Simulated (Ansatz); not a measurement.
Calculated with Ansatz (gas phase, PBE0-D4/def2-TZVP geometries, no zero-point term in ΔE). CCSD(T)/CBS adds triple-zeta CCSD(T) − MP2 to the extrapolated MP2 energy (def2 sets, frozen cores). Each species was taken in one conformer, which may not be the lowest.

Reaction (isomerisation): `BNCC=C` → `BNC(=C)C`

`BNCC=C`:

Cartesian coordinates in Å:
```
B 1.459 -0.852 1.704
N 0.323 -0.301 1.137
C 0.260 0.567 -0.022
C -0.531 -0.040 -1.136
C -1.606 0.516 -1.676
H 1.340 -1.566 2.657
H 2.527 -0.597 1.224
H -0.584 -0.520 1.520
H 1.290 0.746 -0.345
H -0.172 1.538 0.246
H -0.179 -1.006 -1.493
H -1.979 1.475 -1.329
H -2.149 0.041 -2.485
```

`BNC(=C)C`:

```xyz
13

B    -0.203   -1.728   -1.034
N     0.022   -0.351   -1.027
C     0.085    0.544    0.049
C     0.312    1.841   -0.160
C    -0.113   -0.032    1.409
H    -0.211   -2.279   -2.095
H    -0.381   -2.320   -0.014
H     0.167    0.107   -1.915
H     0.454    2.241   -1.158
H     0.362    2.535    0.668
H    -0.041    0.753    2.160
H    -1.091   -0.512    1.493
H     0.636   -0.798    1.625
```

```csv
species,MP2/def2-TZVPP energy (Eh)
`BNCC=C`,-198.28801
`BNC(=C)C`,-198.30098
```

Question: Work out ΔE.

Answer: ΔE = (-198.30098) − (-198.28801) = -0.01297 Eh = -34.1 kJ/mol. CCSD(T)/CBS gives -31.2 kJ/mol.

Largest T1 diagnostic among the species: 0.013.

In def2-TZVPP, CCSD(T) changes the Hartree–Fock value by −4.9 kJ/mol (the triples alone add −1.4 kJ/mol) and MP2 by −8.4 kJ/mol.
